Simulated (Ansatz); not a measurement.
Several settings on one geometry of HgI₂ (that of the charge 0 singlet, PBE-D4/def2-TZVP). Ansatz on 2 threads of Intel Xeon Platinum 8259CL on a shared host; times are rough.

```xyz
3

Hg    0.000    0.000    0.000
I    -0.017   -0.021    2.602
I     0.017    0.021   -2.602
```

Totals from different functionals, basis sets or treatments of relativity can't be compared as stabilities.

In the def2 sets Hg, I take a core potential; there is no spin–orbit coupling. LC-ωPBE has ω = 0.4 bohr⁻¹.

(1) Give the basis size and estimate the energy, ⟨S²⟩, dipole and time of these runs.

```tsv
run	method	charge	state	further keys
1	RKS ωB97X-V/def2-mTZVP	0	singlet	scf: {lower_state_search: full}; forces asked
2	RKS PBE0-D4/def2-SVPD	0	singlet	–
3	RKS PBE-D3(BJ)/def2-SVPD	0	singlet	scf: {lower_state_search: light}; forces asked
4	RKS LC-ωPBE/def2-mTZVP	0	singlet	scf: {omitted_lower_state_checks: [starts]}
5	RKS RPBE/def2-SVPD	0	singlet	nuclear_model: gaussian; forces asked
6	RKS PBE0/def2-TZVP	0	singlet	scf: {lower_state_search: off}
7	RKS SVWN5/def2-TZVPD	0	singlet	scf: {lower_state_search: full}; forces asked
```

Answers

(1) 
| run | functions | energy (Eh) | ⟨S²⟩ | dipole (D) | wall time |
| --- | --- | --- | --- | --- | --- |
| 1 | 108 | -748.7547 | – | 0.00 | 21 s |
| 2 | 105 | -749.0047 | – | – | 3.6 s |
| 3 | 105 | -748.9896 | – | 0.00 | 2.8 s |
| 4 | 108 | -748.8995 | – | – | 2.6 s |
| 5 | 105 | -749.1791 | – | 0.00 | 2 s |
| 6 | 143 | -749.0267 | – | – | 2.1 s |
| 7 | 164 | -747.9825 | – | 0.00 | 4.8 s |
